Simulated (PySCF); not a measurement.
C₅H₁₁OSi (doublet state).
Cartesian coordinates in Å at the GFN2-xTB level; atoms count from 1:
```
atom  x, y, z in Å
C1     4.2359   -0.0864   -0.2011
C2     3.3675    0.4752    0.5732
O3     2.0057    0.4556    0.4422
Si4    1.0405   -0.2359   -0.6695
C5    -0.6820    0.2536   -0.0542
C6    -1.7842   -0.3246   -0.9318
C7    -3.1697    0.0831   -0.4435
H8     4.2850   -0.6791   -1.0816
H9     3.6571    1.0480    1.4491
H10    1.2278   -1.6907   -0.6957
H11    1.3177    0.2948   -2.0088
H12   -0.7790    1.3406   -0.0333
H13   -0.8283   -0.0898    0.9715
H14   -1.7080   -1.4136   -0.9391
H15   -1.6471    0.0167   -1.9596
H16   -3.3248   -0.2510    0.5805
H17   -3.9439   -0.3556   -1.0691
H18   -3.2791    1.1655   -0.4704
```

The hyperfine couplings belong to this conformer and change with its torsions.

As a line formula: `[H]/[C]=C\O[SiH2]CCC` [radical].

The calculation used PySCF 2.14.0, UKS B3LYP, pcH-1 on C H O Si, non-relativistic, mean-field spin-orbit, GIAO. The structure is a single GFN2-xTB conformer in the gas phase; no vibrational or solvent corrections. A GFN2-xTB geometry isn't a minimum of the functional, and hyperfine couplings can be far from their values at a DFT geometry. No stability test was run, so a lower SCF solution isn't excluded.

(1) Where do the isotropic ENDOR lines of C2, C6, H9, H8 and Si4 fall at 346.2 mT, to first order?

(2) Which pairs are centred on the nuclear Larmor frequency, and which on half the coupling?

(3) At what field would the lower line of C2 fall to zero frequency?

Results:

(1) For S = 1/2 in fast tumbling each set of equivalent nuclei gives two lines, ν± = |νn ± a/2| to first order, with νn = g_N μN B/h and μN/h = 7.62259 MHz/T.

```
nuclei  isotope      g_N  νn (MHz)  a_iso (MHz)  lower line (MHz)  upper line (MHz)
    C2      13C   1.4048      3.71        29.68             11.13             18.55
    C6      13C   1.4048      3.71         1.08              3.17              4.25
    H9       1H   5.5857     14.74        68.40             19.46             48.94
    H8       1H   5.5857     14.74        14.74              7.37             22.11
   Si4     29Si  -1.1106      2.93         1.12              2.37              3.49
```

The rows for 13C and 29Si, of low natural abundance, apply to labelled samples.

(2) Centred on νn, since |a| < 2νn: C6, H8 and Si4. Centred on |a|/2 and split by 2νn: C2 and H9.

(3) Where νn = |a|/2, that is B = 14.84 MHz/(1.4048 × 7.62259 MHz/T) = 1390 mT, as far as first order holds there.

The largest Mulliken spin populations are on C1 (+1.05) and C2 (-0.12). C1 is the only atom above +0.15. The positive populations add up to 1.13 and the negative ones to -0.13, together 2S = 1.

Hardware: one thread, Arm Neoverse V2 (aarch64), shared host with 96 logical CPUs at a one-minute load of 69. Cost: 1.7 min wall (grids of density and orbitals included), 0.97 GiB resident at most.
